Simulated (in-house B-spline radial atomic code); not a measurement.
Configurations of Tb, with energies counted from [Xe] 4f9 6s2. All numbers are computed (scalar-relativistic (X2C) B3LYP, spin-polarised, spherical fractional occupations, exact exchange averaged over the configuration; Fermi nucleus of rms radius 5.06 fm) with a B-spline radial code for spherical atoms, not measured. Shells without spins written out take the highest spin.

Occupations are held fixed; configurations that lie above the ionisation limit could autoionise.

```
               configuration  E - E(ref) (eV)  highest orbital  its <r> (bohr)
            [Xe] 4f9 6s1 6p1           2.1194            6p up           5.476
            [Xe] 4f9 6s1 7d1           4.9625            7d up           21.08
            [Xe] 4f9 5f1 6s1           4.9714            5f up           16.92
            [Xe] 4f9 6s1 7f1           5.3984            7f up           41.39
   [Kr] 4d9 4f10 5s2 5p6 6s2           144.64          4f down          0.9283
[Kr] 4d9 4f9 5s2 5p6 6s2 7s1           149.73            7s up           9.366
```

Question: Order these further configurations by energy, lowest first.
A. [Kr] 4d10 4f9 5s2 5p5 6s2 6f1
B. [Kr] 4d10 4f10 5s2 5p5 6s2
C. [Xe] 4f8 6s2 6f1
D. [Kr] 4d10 4f9 5s2 5p5 6s2 6p1
E. [Kr] 4d9 4f9 5s2 5p6 6s2 7d1

Answer: C (5.9263 eV), B (24.527 eV), D (24.535 eV), A (28.189 eV), E (151.05 eV).

Question: How far above the reference does [Kr] 4d9 4f9 5s2 5p6 5d1 6s2 lie?

Answer: 145.81 eV; its least bound orbital is 5d up with <r> = 2.71 bohr.
